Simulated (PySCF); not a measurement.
## Calculated data, CH₅BN

Computed with PySCF 2.14.0. Calculation on a computer-drawn molecule: optimised geometry and harmonic frequencies of an isolated molecule of the commonest isotopes, restricted reference for singlets and unrestricted otherwise, frozen core in MP2.

Entry: CH₅BN

Start structure:
```xyz
8
CH5BN
C     -0.0597    -0.8744    -0.4856
B     -0.6898     0.4271    -0.0056
N     -1.5099     1.1578    -0.8667
H     -0.2180    -1.2509    -1.4234
H      0.5199    -1.5213     0.1740
H     -0.4888     0.8769     1.0696
H     -1.6545     0.8547    -1.7981
H     -1.8874     2.0518    -0.6902
```

| Item | Value |
| --- | --- |
| charge | 0 |
| multiplicity | 2 |
| method | HF |
| basis | cc-pVDZ |
| rotational constants | 49.16, 8.951, 7.572 GHz |
| total energy | -119.9303 hartree |
| spin squared | 0.7617 |
| convergence status largest gradient component | 3.406e-05 hartree/bohr |

Drawn bonds:
| atom | other atom | order |
| --- | --- | --- |
| 1 | 2 | 1 |
| 2 | 3 | 1 |
| 1 | 4 | 1 |
| 1 | 5 | 1 |
| 2 | 6 | 1 |
| 3 | 7 | 1 |
| 3 | 8 | 1 |

Optimised structure:
```xyz
8
CH5BN
C     -0.0613    -0.9097    -0.4618
B     -0.6913     0.4419    -0.0252
N     -1.4873     1.1899    -0.8972
H     -0.2030    -1.3385    -1.4517
H      0.5586    -1.5065     0.1996
H     -0.5058     0.8777     1.0822
H     -1.6955     0.9072    -1.8324
H     -1.9026     2.0597    -0.6395
```

Modes:
| frequency (cm⁻¹) | reduced mass (dalton) |
| --- | --- |
| 279.5 | 1.069 |
| 376.5 | 1.973 |
| 522.9 | 1.202 |
| 574.4 | 1.189 |
| 712.1 | 1.419 |
| 839.5 | 1.189 |
| 912.7 | 2.162 |
| 970.2 | 1.305 |
| 1099 | 1.408 |
| 1228 | 1.875 |
| 1433 | 2.324 |
| 1558 | 1.305 |
| 1753 | 1.231 |
| 2672 | 1.096 |
| 3260 | 1.058 |
| 3351 | 1.111 |
| 3817 | 1.051 |
| 3922 | 1.098 |
